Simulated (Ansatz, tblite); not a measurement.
Removing an electron: the cluster SiGe₂⁻. The state is a doublet with charge -1. Geometry: PBE0-D4/def2-TZVPD. Ansatz, gas phase; energy differences of separate SCF runs; the oxidised species is a triplet (the singlet lies 0.16 eV higher at PBE0-D4/def2-TZVPD).

```xyz
3

Si    0.348   -1.228    0.048
Ge   -0.693    0.513    1.151
Ge    0.345    0.716   -1.199
```

The xTB rows come from tblite. The structure comes from a short search, and lower isomers may exist.

| level | −HOMO (eV) | vertical IE (eV) | −LUMO (eV) | HOMO–LUMO gap (eV) |
| --- | --- | --- | --- | --- |
| GFN1-xTB | – | 7.55 | – | – |
| PBE0-D4/def2-TZVPD | 0.64 | 2.31 | -1.52 | 2.16 |

Task: Estimate the rows for PBE-D4/def2-TZVPD, r2SCAN-D4/def2-TZVPD.

Result: 
```tsv
level	−HOMO (eV)	vertical IE (eV)	−LUMO (eV)	HOMO–LUMO gap (eV)	remarks
PBE-D4/def2-TZVPD	-0.19	2.25	-0.83	0.64	HOMO above zero (-1 doublet)
r2SCAN-D4/def2-TZVPD	0.01	2.33	-0.99	1.00	–
```

Run but left out: GFN2-xTB (tight binding far off the other levels).  A HOMO above zero means that the electron is unbound at that level or that self-interaction error raises the level; the energy of removing that electron tells which. HOMO and LUMO are the levels of the spin that leaves or enters (xTB has no such levels and no spin-polarisation term). Other spin states of the ions may lie lower, which would lower the ionisation energy or raise the affinity. Raw xTB energy differences between charge states are shifted by several eV; the methods need an empirical correction for them.
